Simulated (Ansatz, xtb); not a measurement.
# Ranking isomers of C6H5ClFN

4 gas-phase structures of C6H5ClFN, from a drawn sample of its isomers (lower ones may exist). Each was relaxed with GFN2-xTB; where two conformers were screened, the lower at r2SCAN-D4/def2-SVP is listed:

A. `N#CC1=C(F)[C@H](Cl)CC1`, a singlet
B. `C=C1C=C(F)/C(=C/Cl)N1`, a singlet
C. `C=Cc1[nH]c(Cl)cc1F`, a singlet
D. `Nc1cccc(Cl)c1F`, a singlet

**Question.** Make a reasoned guess at their ranking by r2SCAN-D4/def2-SVP single-point energy.

**Answer.** Calculated order at r2SCAN-D4/def2-SVP: D (0.0), C (24.5), A (27.1), B (30.3) kcal/mol.

Energies above the lowest of each column, in kcal/mol; the last columns are at PBE-D3(BJ)/def2-SVP geometries and were run for some of them only (a dash: not run or not comparable):

| structure | GFN2-xTB | HF/STO-3G | r2SCAN-D4/def2-SVP | PBE-D3(BJ)/def2-SVP | CCSD(T)/def2-SVP + ΔMP2/def2-TZVPP |
| --- | --- | --- | --- | --- | --- |
| D | 0.0 | 11.3 | 0.0 | 0.0 | 0.0 |
| C | 11.1 | 35.5 | 24.5 | 21.9 | 24.0 |
| A | 26.9 | 0.0 | 27.1 | 25.5 | 15.9 |
| B | 20.4 | 47.9 | 30.3 | – | – |

CCSD(T)/def2-SVP + ΔMP2/def2-TZVPP puts D lowest of those it was run on; HF/STO-3G picks A. CCSD(T)/def2-SVP + ΔMP2/def2-TZVPP orders those it was run on as D (0.0), A (15.9), C (24.0) kcal/mol. Flexible structures stand in one conformer each, not always the lowest. Frequencies (GFN2-xTB) were run for A, C, D alone. The ΔMP2 step shifts differences by up to 4.0 kcal/mol, which makes them less sure. ΔMP2 is the change of the MP2 energy from the smaller to the larger basis.

Over these structures GFN2-xTB departs from r2SCAN-D4/def2-SVP by 5.7 kcal/mol on average once a common shift is removed. A GFN2-xTB relaxation took about 0.089 s and the r2SCAN-D4/def2-SVP energy about 2.4 s on a shared host (Ansatz 0.2.0, xtb 6.7.1).
